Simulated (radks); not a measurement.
Spherical quantum dot in the effective-mass picture: electrons in a parabolic well V = omega^2 r^2 / 2 with omega = 0.0709, all in effective atomic units (hartree* = m*/eps^2 hartree, bohr* = eps/m* bohr), one dielectric constant everywhere. Calculated with a radial shooting solver with Libxc functionals: non-relativistic Kohn-Sham, LDA (Slater exchange, Perdew-Wang correlation), spin-polarised, spherical densities. Levels are named by radial order and angular momentum (1s, 1p, 1d, 2s, ...), and open shells are averaged over m. Results are scaled to m* = 0.065 and eps = 5.8, for which hartree* = 52.58 meV and bohr* = 4.722 nm. Each electron was tried in the lowest free levels, single moves between levels near the top were tried too, and the lowest total energy was kept; such a search can miss a lower state. At N = 1 the Hartree and exchange-correlation terms need not cancel, so that row can carry a self-interaction error.

N        open shells  2S  E (meV)  addition energy mu(N+1) - mu(N) (meV)  e(HOMO) (meV)  rms radius (nm)
1   1s(up 1, down 0)   1  5.69561                                  8.479         9.4686            22.13
2               none   0  19.8702                                  8.432         17.415            26.42
3   1p(up 1, down 0)   1  42.4772                                  5.357         25.309            30.78
4   1p(up 2, down 0)   2  70.4415                                  5.167         30.585            33.77
5   1p(up 3, down 0)   3  103.573                                  5.757         35.639            36.20
6   1p(up 3, down 1)   2  142.460                                  4.523         41.165            38.44
7   1p(up 3, down 2)   1  185.871                                  4.414         45.638            40.40
8               none   0  233.696                                  5.728         49.991            42.15
9   1d(up 1, down 0)   1  287.248                                  4.002         55.567            43.96
10  1d(up 2, down 0)   2  344.803                                  3.919         59.528            45.59
11  1d(up 3, down 0)   3  406.277                                  3.837         63.406            47.09
12  1d(up 4, down 0)   4  471.588                                  3.758         67.203            48.48
13  1d(up 5, down 0)   5  540.657                                  4.298         70.923            49.78
14  1d(up 5, down 1)   4  614.024                                  3.535         75.143            51.04
15  1d(up 5, down 2)   3  690.927                                  3.483         78.653            52.23
16  1d(up 5, down 3)   2  771.313                                  3.431         82.110            53.36
17  1d(up 5, down 4)   1  855.129                                  3.379         85.515            54.44
18              none   0  942.325                                  3.748         88.869            55.48
19  2s(up 1, down 0)   1  1033.27                                  3.778         92.619            56.50
20              none   0  1127.99                                  3.349         96.358            57.49
21  1f(up 1, down 0)   1  1226.06                                  3.132         99.643            58.46
22  1f(up 2, down 0)   2  1327.26                                  3.096         102.76            59.39
23  1f(up 3, down 0)   3  1431.56                                  3.060         105.83            60.30
24  1f(up 4, down 0)   4  1538.92                                      -         108.88            61.17

All shells are closed at N = 2, 8, 18, 20 (there: 1s2 1p6 1d10 2s2); the second difference of the energy has clear peaks (12 % above both neighbours; the first and last values, which can be the largest, are not judged, and half-filled shells can peak too) at N = 8, 13.
